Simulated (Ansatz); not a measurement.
`Cc1ccc(C)[nH]1` + `C=C(F)S` → `C=C(F)SC` + `Cc1ccc[nH]1` at 500 K and 1 bar (substitution at a C–C bond).

Computed with Ansatz on PBE0-D4/def2-TZVP structures; ΔE is electronic, products minus reactants. CCSD(T)/CBS is the MP2 limit (def2-TZVPP, def2-QZVPP) plus CCSD(T) − MP2 in def2-TZVPP, frozen cores. One conformer a species, not always the lowest.

```csv
species,CCSD(T)/CBS energy (Eh),H − E (kJ/mol),S (J/(mol·K))
`Cc1ccc(C)[nH]1`,-288.43494,415.4,420.2
`C=C(F)S`,-575.43615,146.9,337.0
`C=C(F)SC`,-614.69893,234.2,385.9
`Cc1ccc[nH]1`,-249.16948,332.5,375.1
```

H − E and S are ideal-gas, rigid-rotor, harmonic terms from PBE0-D4/def2-TZVP, for one conformer and one mirror image of each species. 1 Eh = 2625.50 kJ/mol, R = 8.31446 J/(mol·K).

By hand: ΔE, ΔH, ΔS and ΔG.

ΔE = (-614.69893) + (-249.16948) − (-288.43494) − (-575.43615) = 0.00268 Eh = 7.0 kJ/mol. Δ(H − E) = 234.2 + 332.5 − 415.4 − 146.9 = 4.4, so ΔH = 11.4 kJ/mol. ΔS = 385.9 + 375.1 − 420.2 − 337.0 = 3.8 J/(mol·K). ΔG = 11.4 − 500 × (3.8)/1000 = 9.5 kJ/mol.

By hand: the equilibrium constant, and the temperature at which ΔG would vanish if ΔH and ΔS stayed fixed.

log₁₀ K = −ΔG/(RT ln 10) = -1.0. ΔG = 0 at ΔH/ΔS = 3000 K, far beyond where these terms or the molecules hold.

The number of gas molecules stays the same, so ΔS is small and ΔH decides. A doubt of 5 kJ/mol in ΔE shifts log₁₀ K by 0.5 here. Other conformers and mirror images would add mixing entropy, several J/(mol·K) or more a flexible species. These are equilibria of isolated gas molecules and say nothing of rates. Largest T1 diagnostic: 0.012 (customary marks: 0.02 for closed shells, 0.045 for open ones).
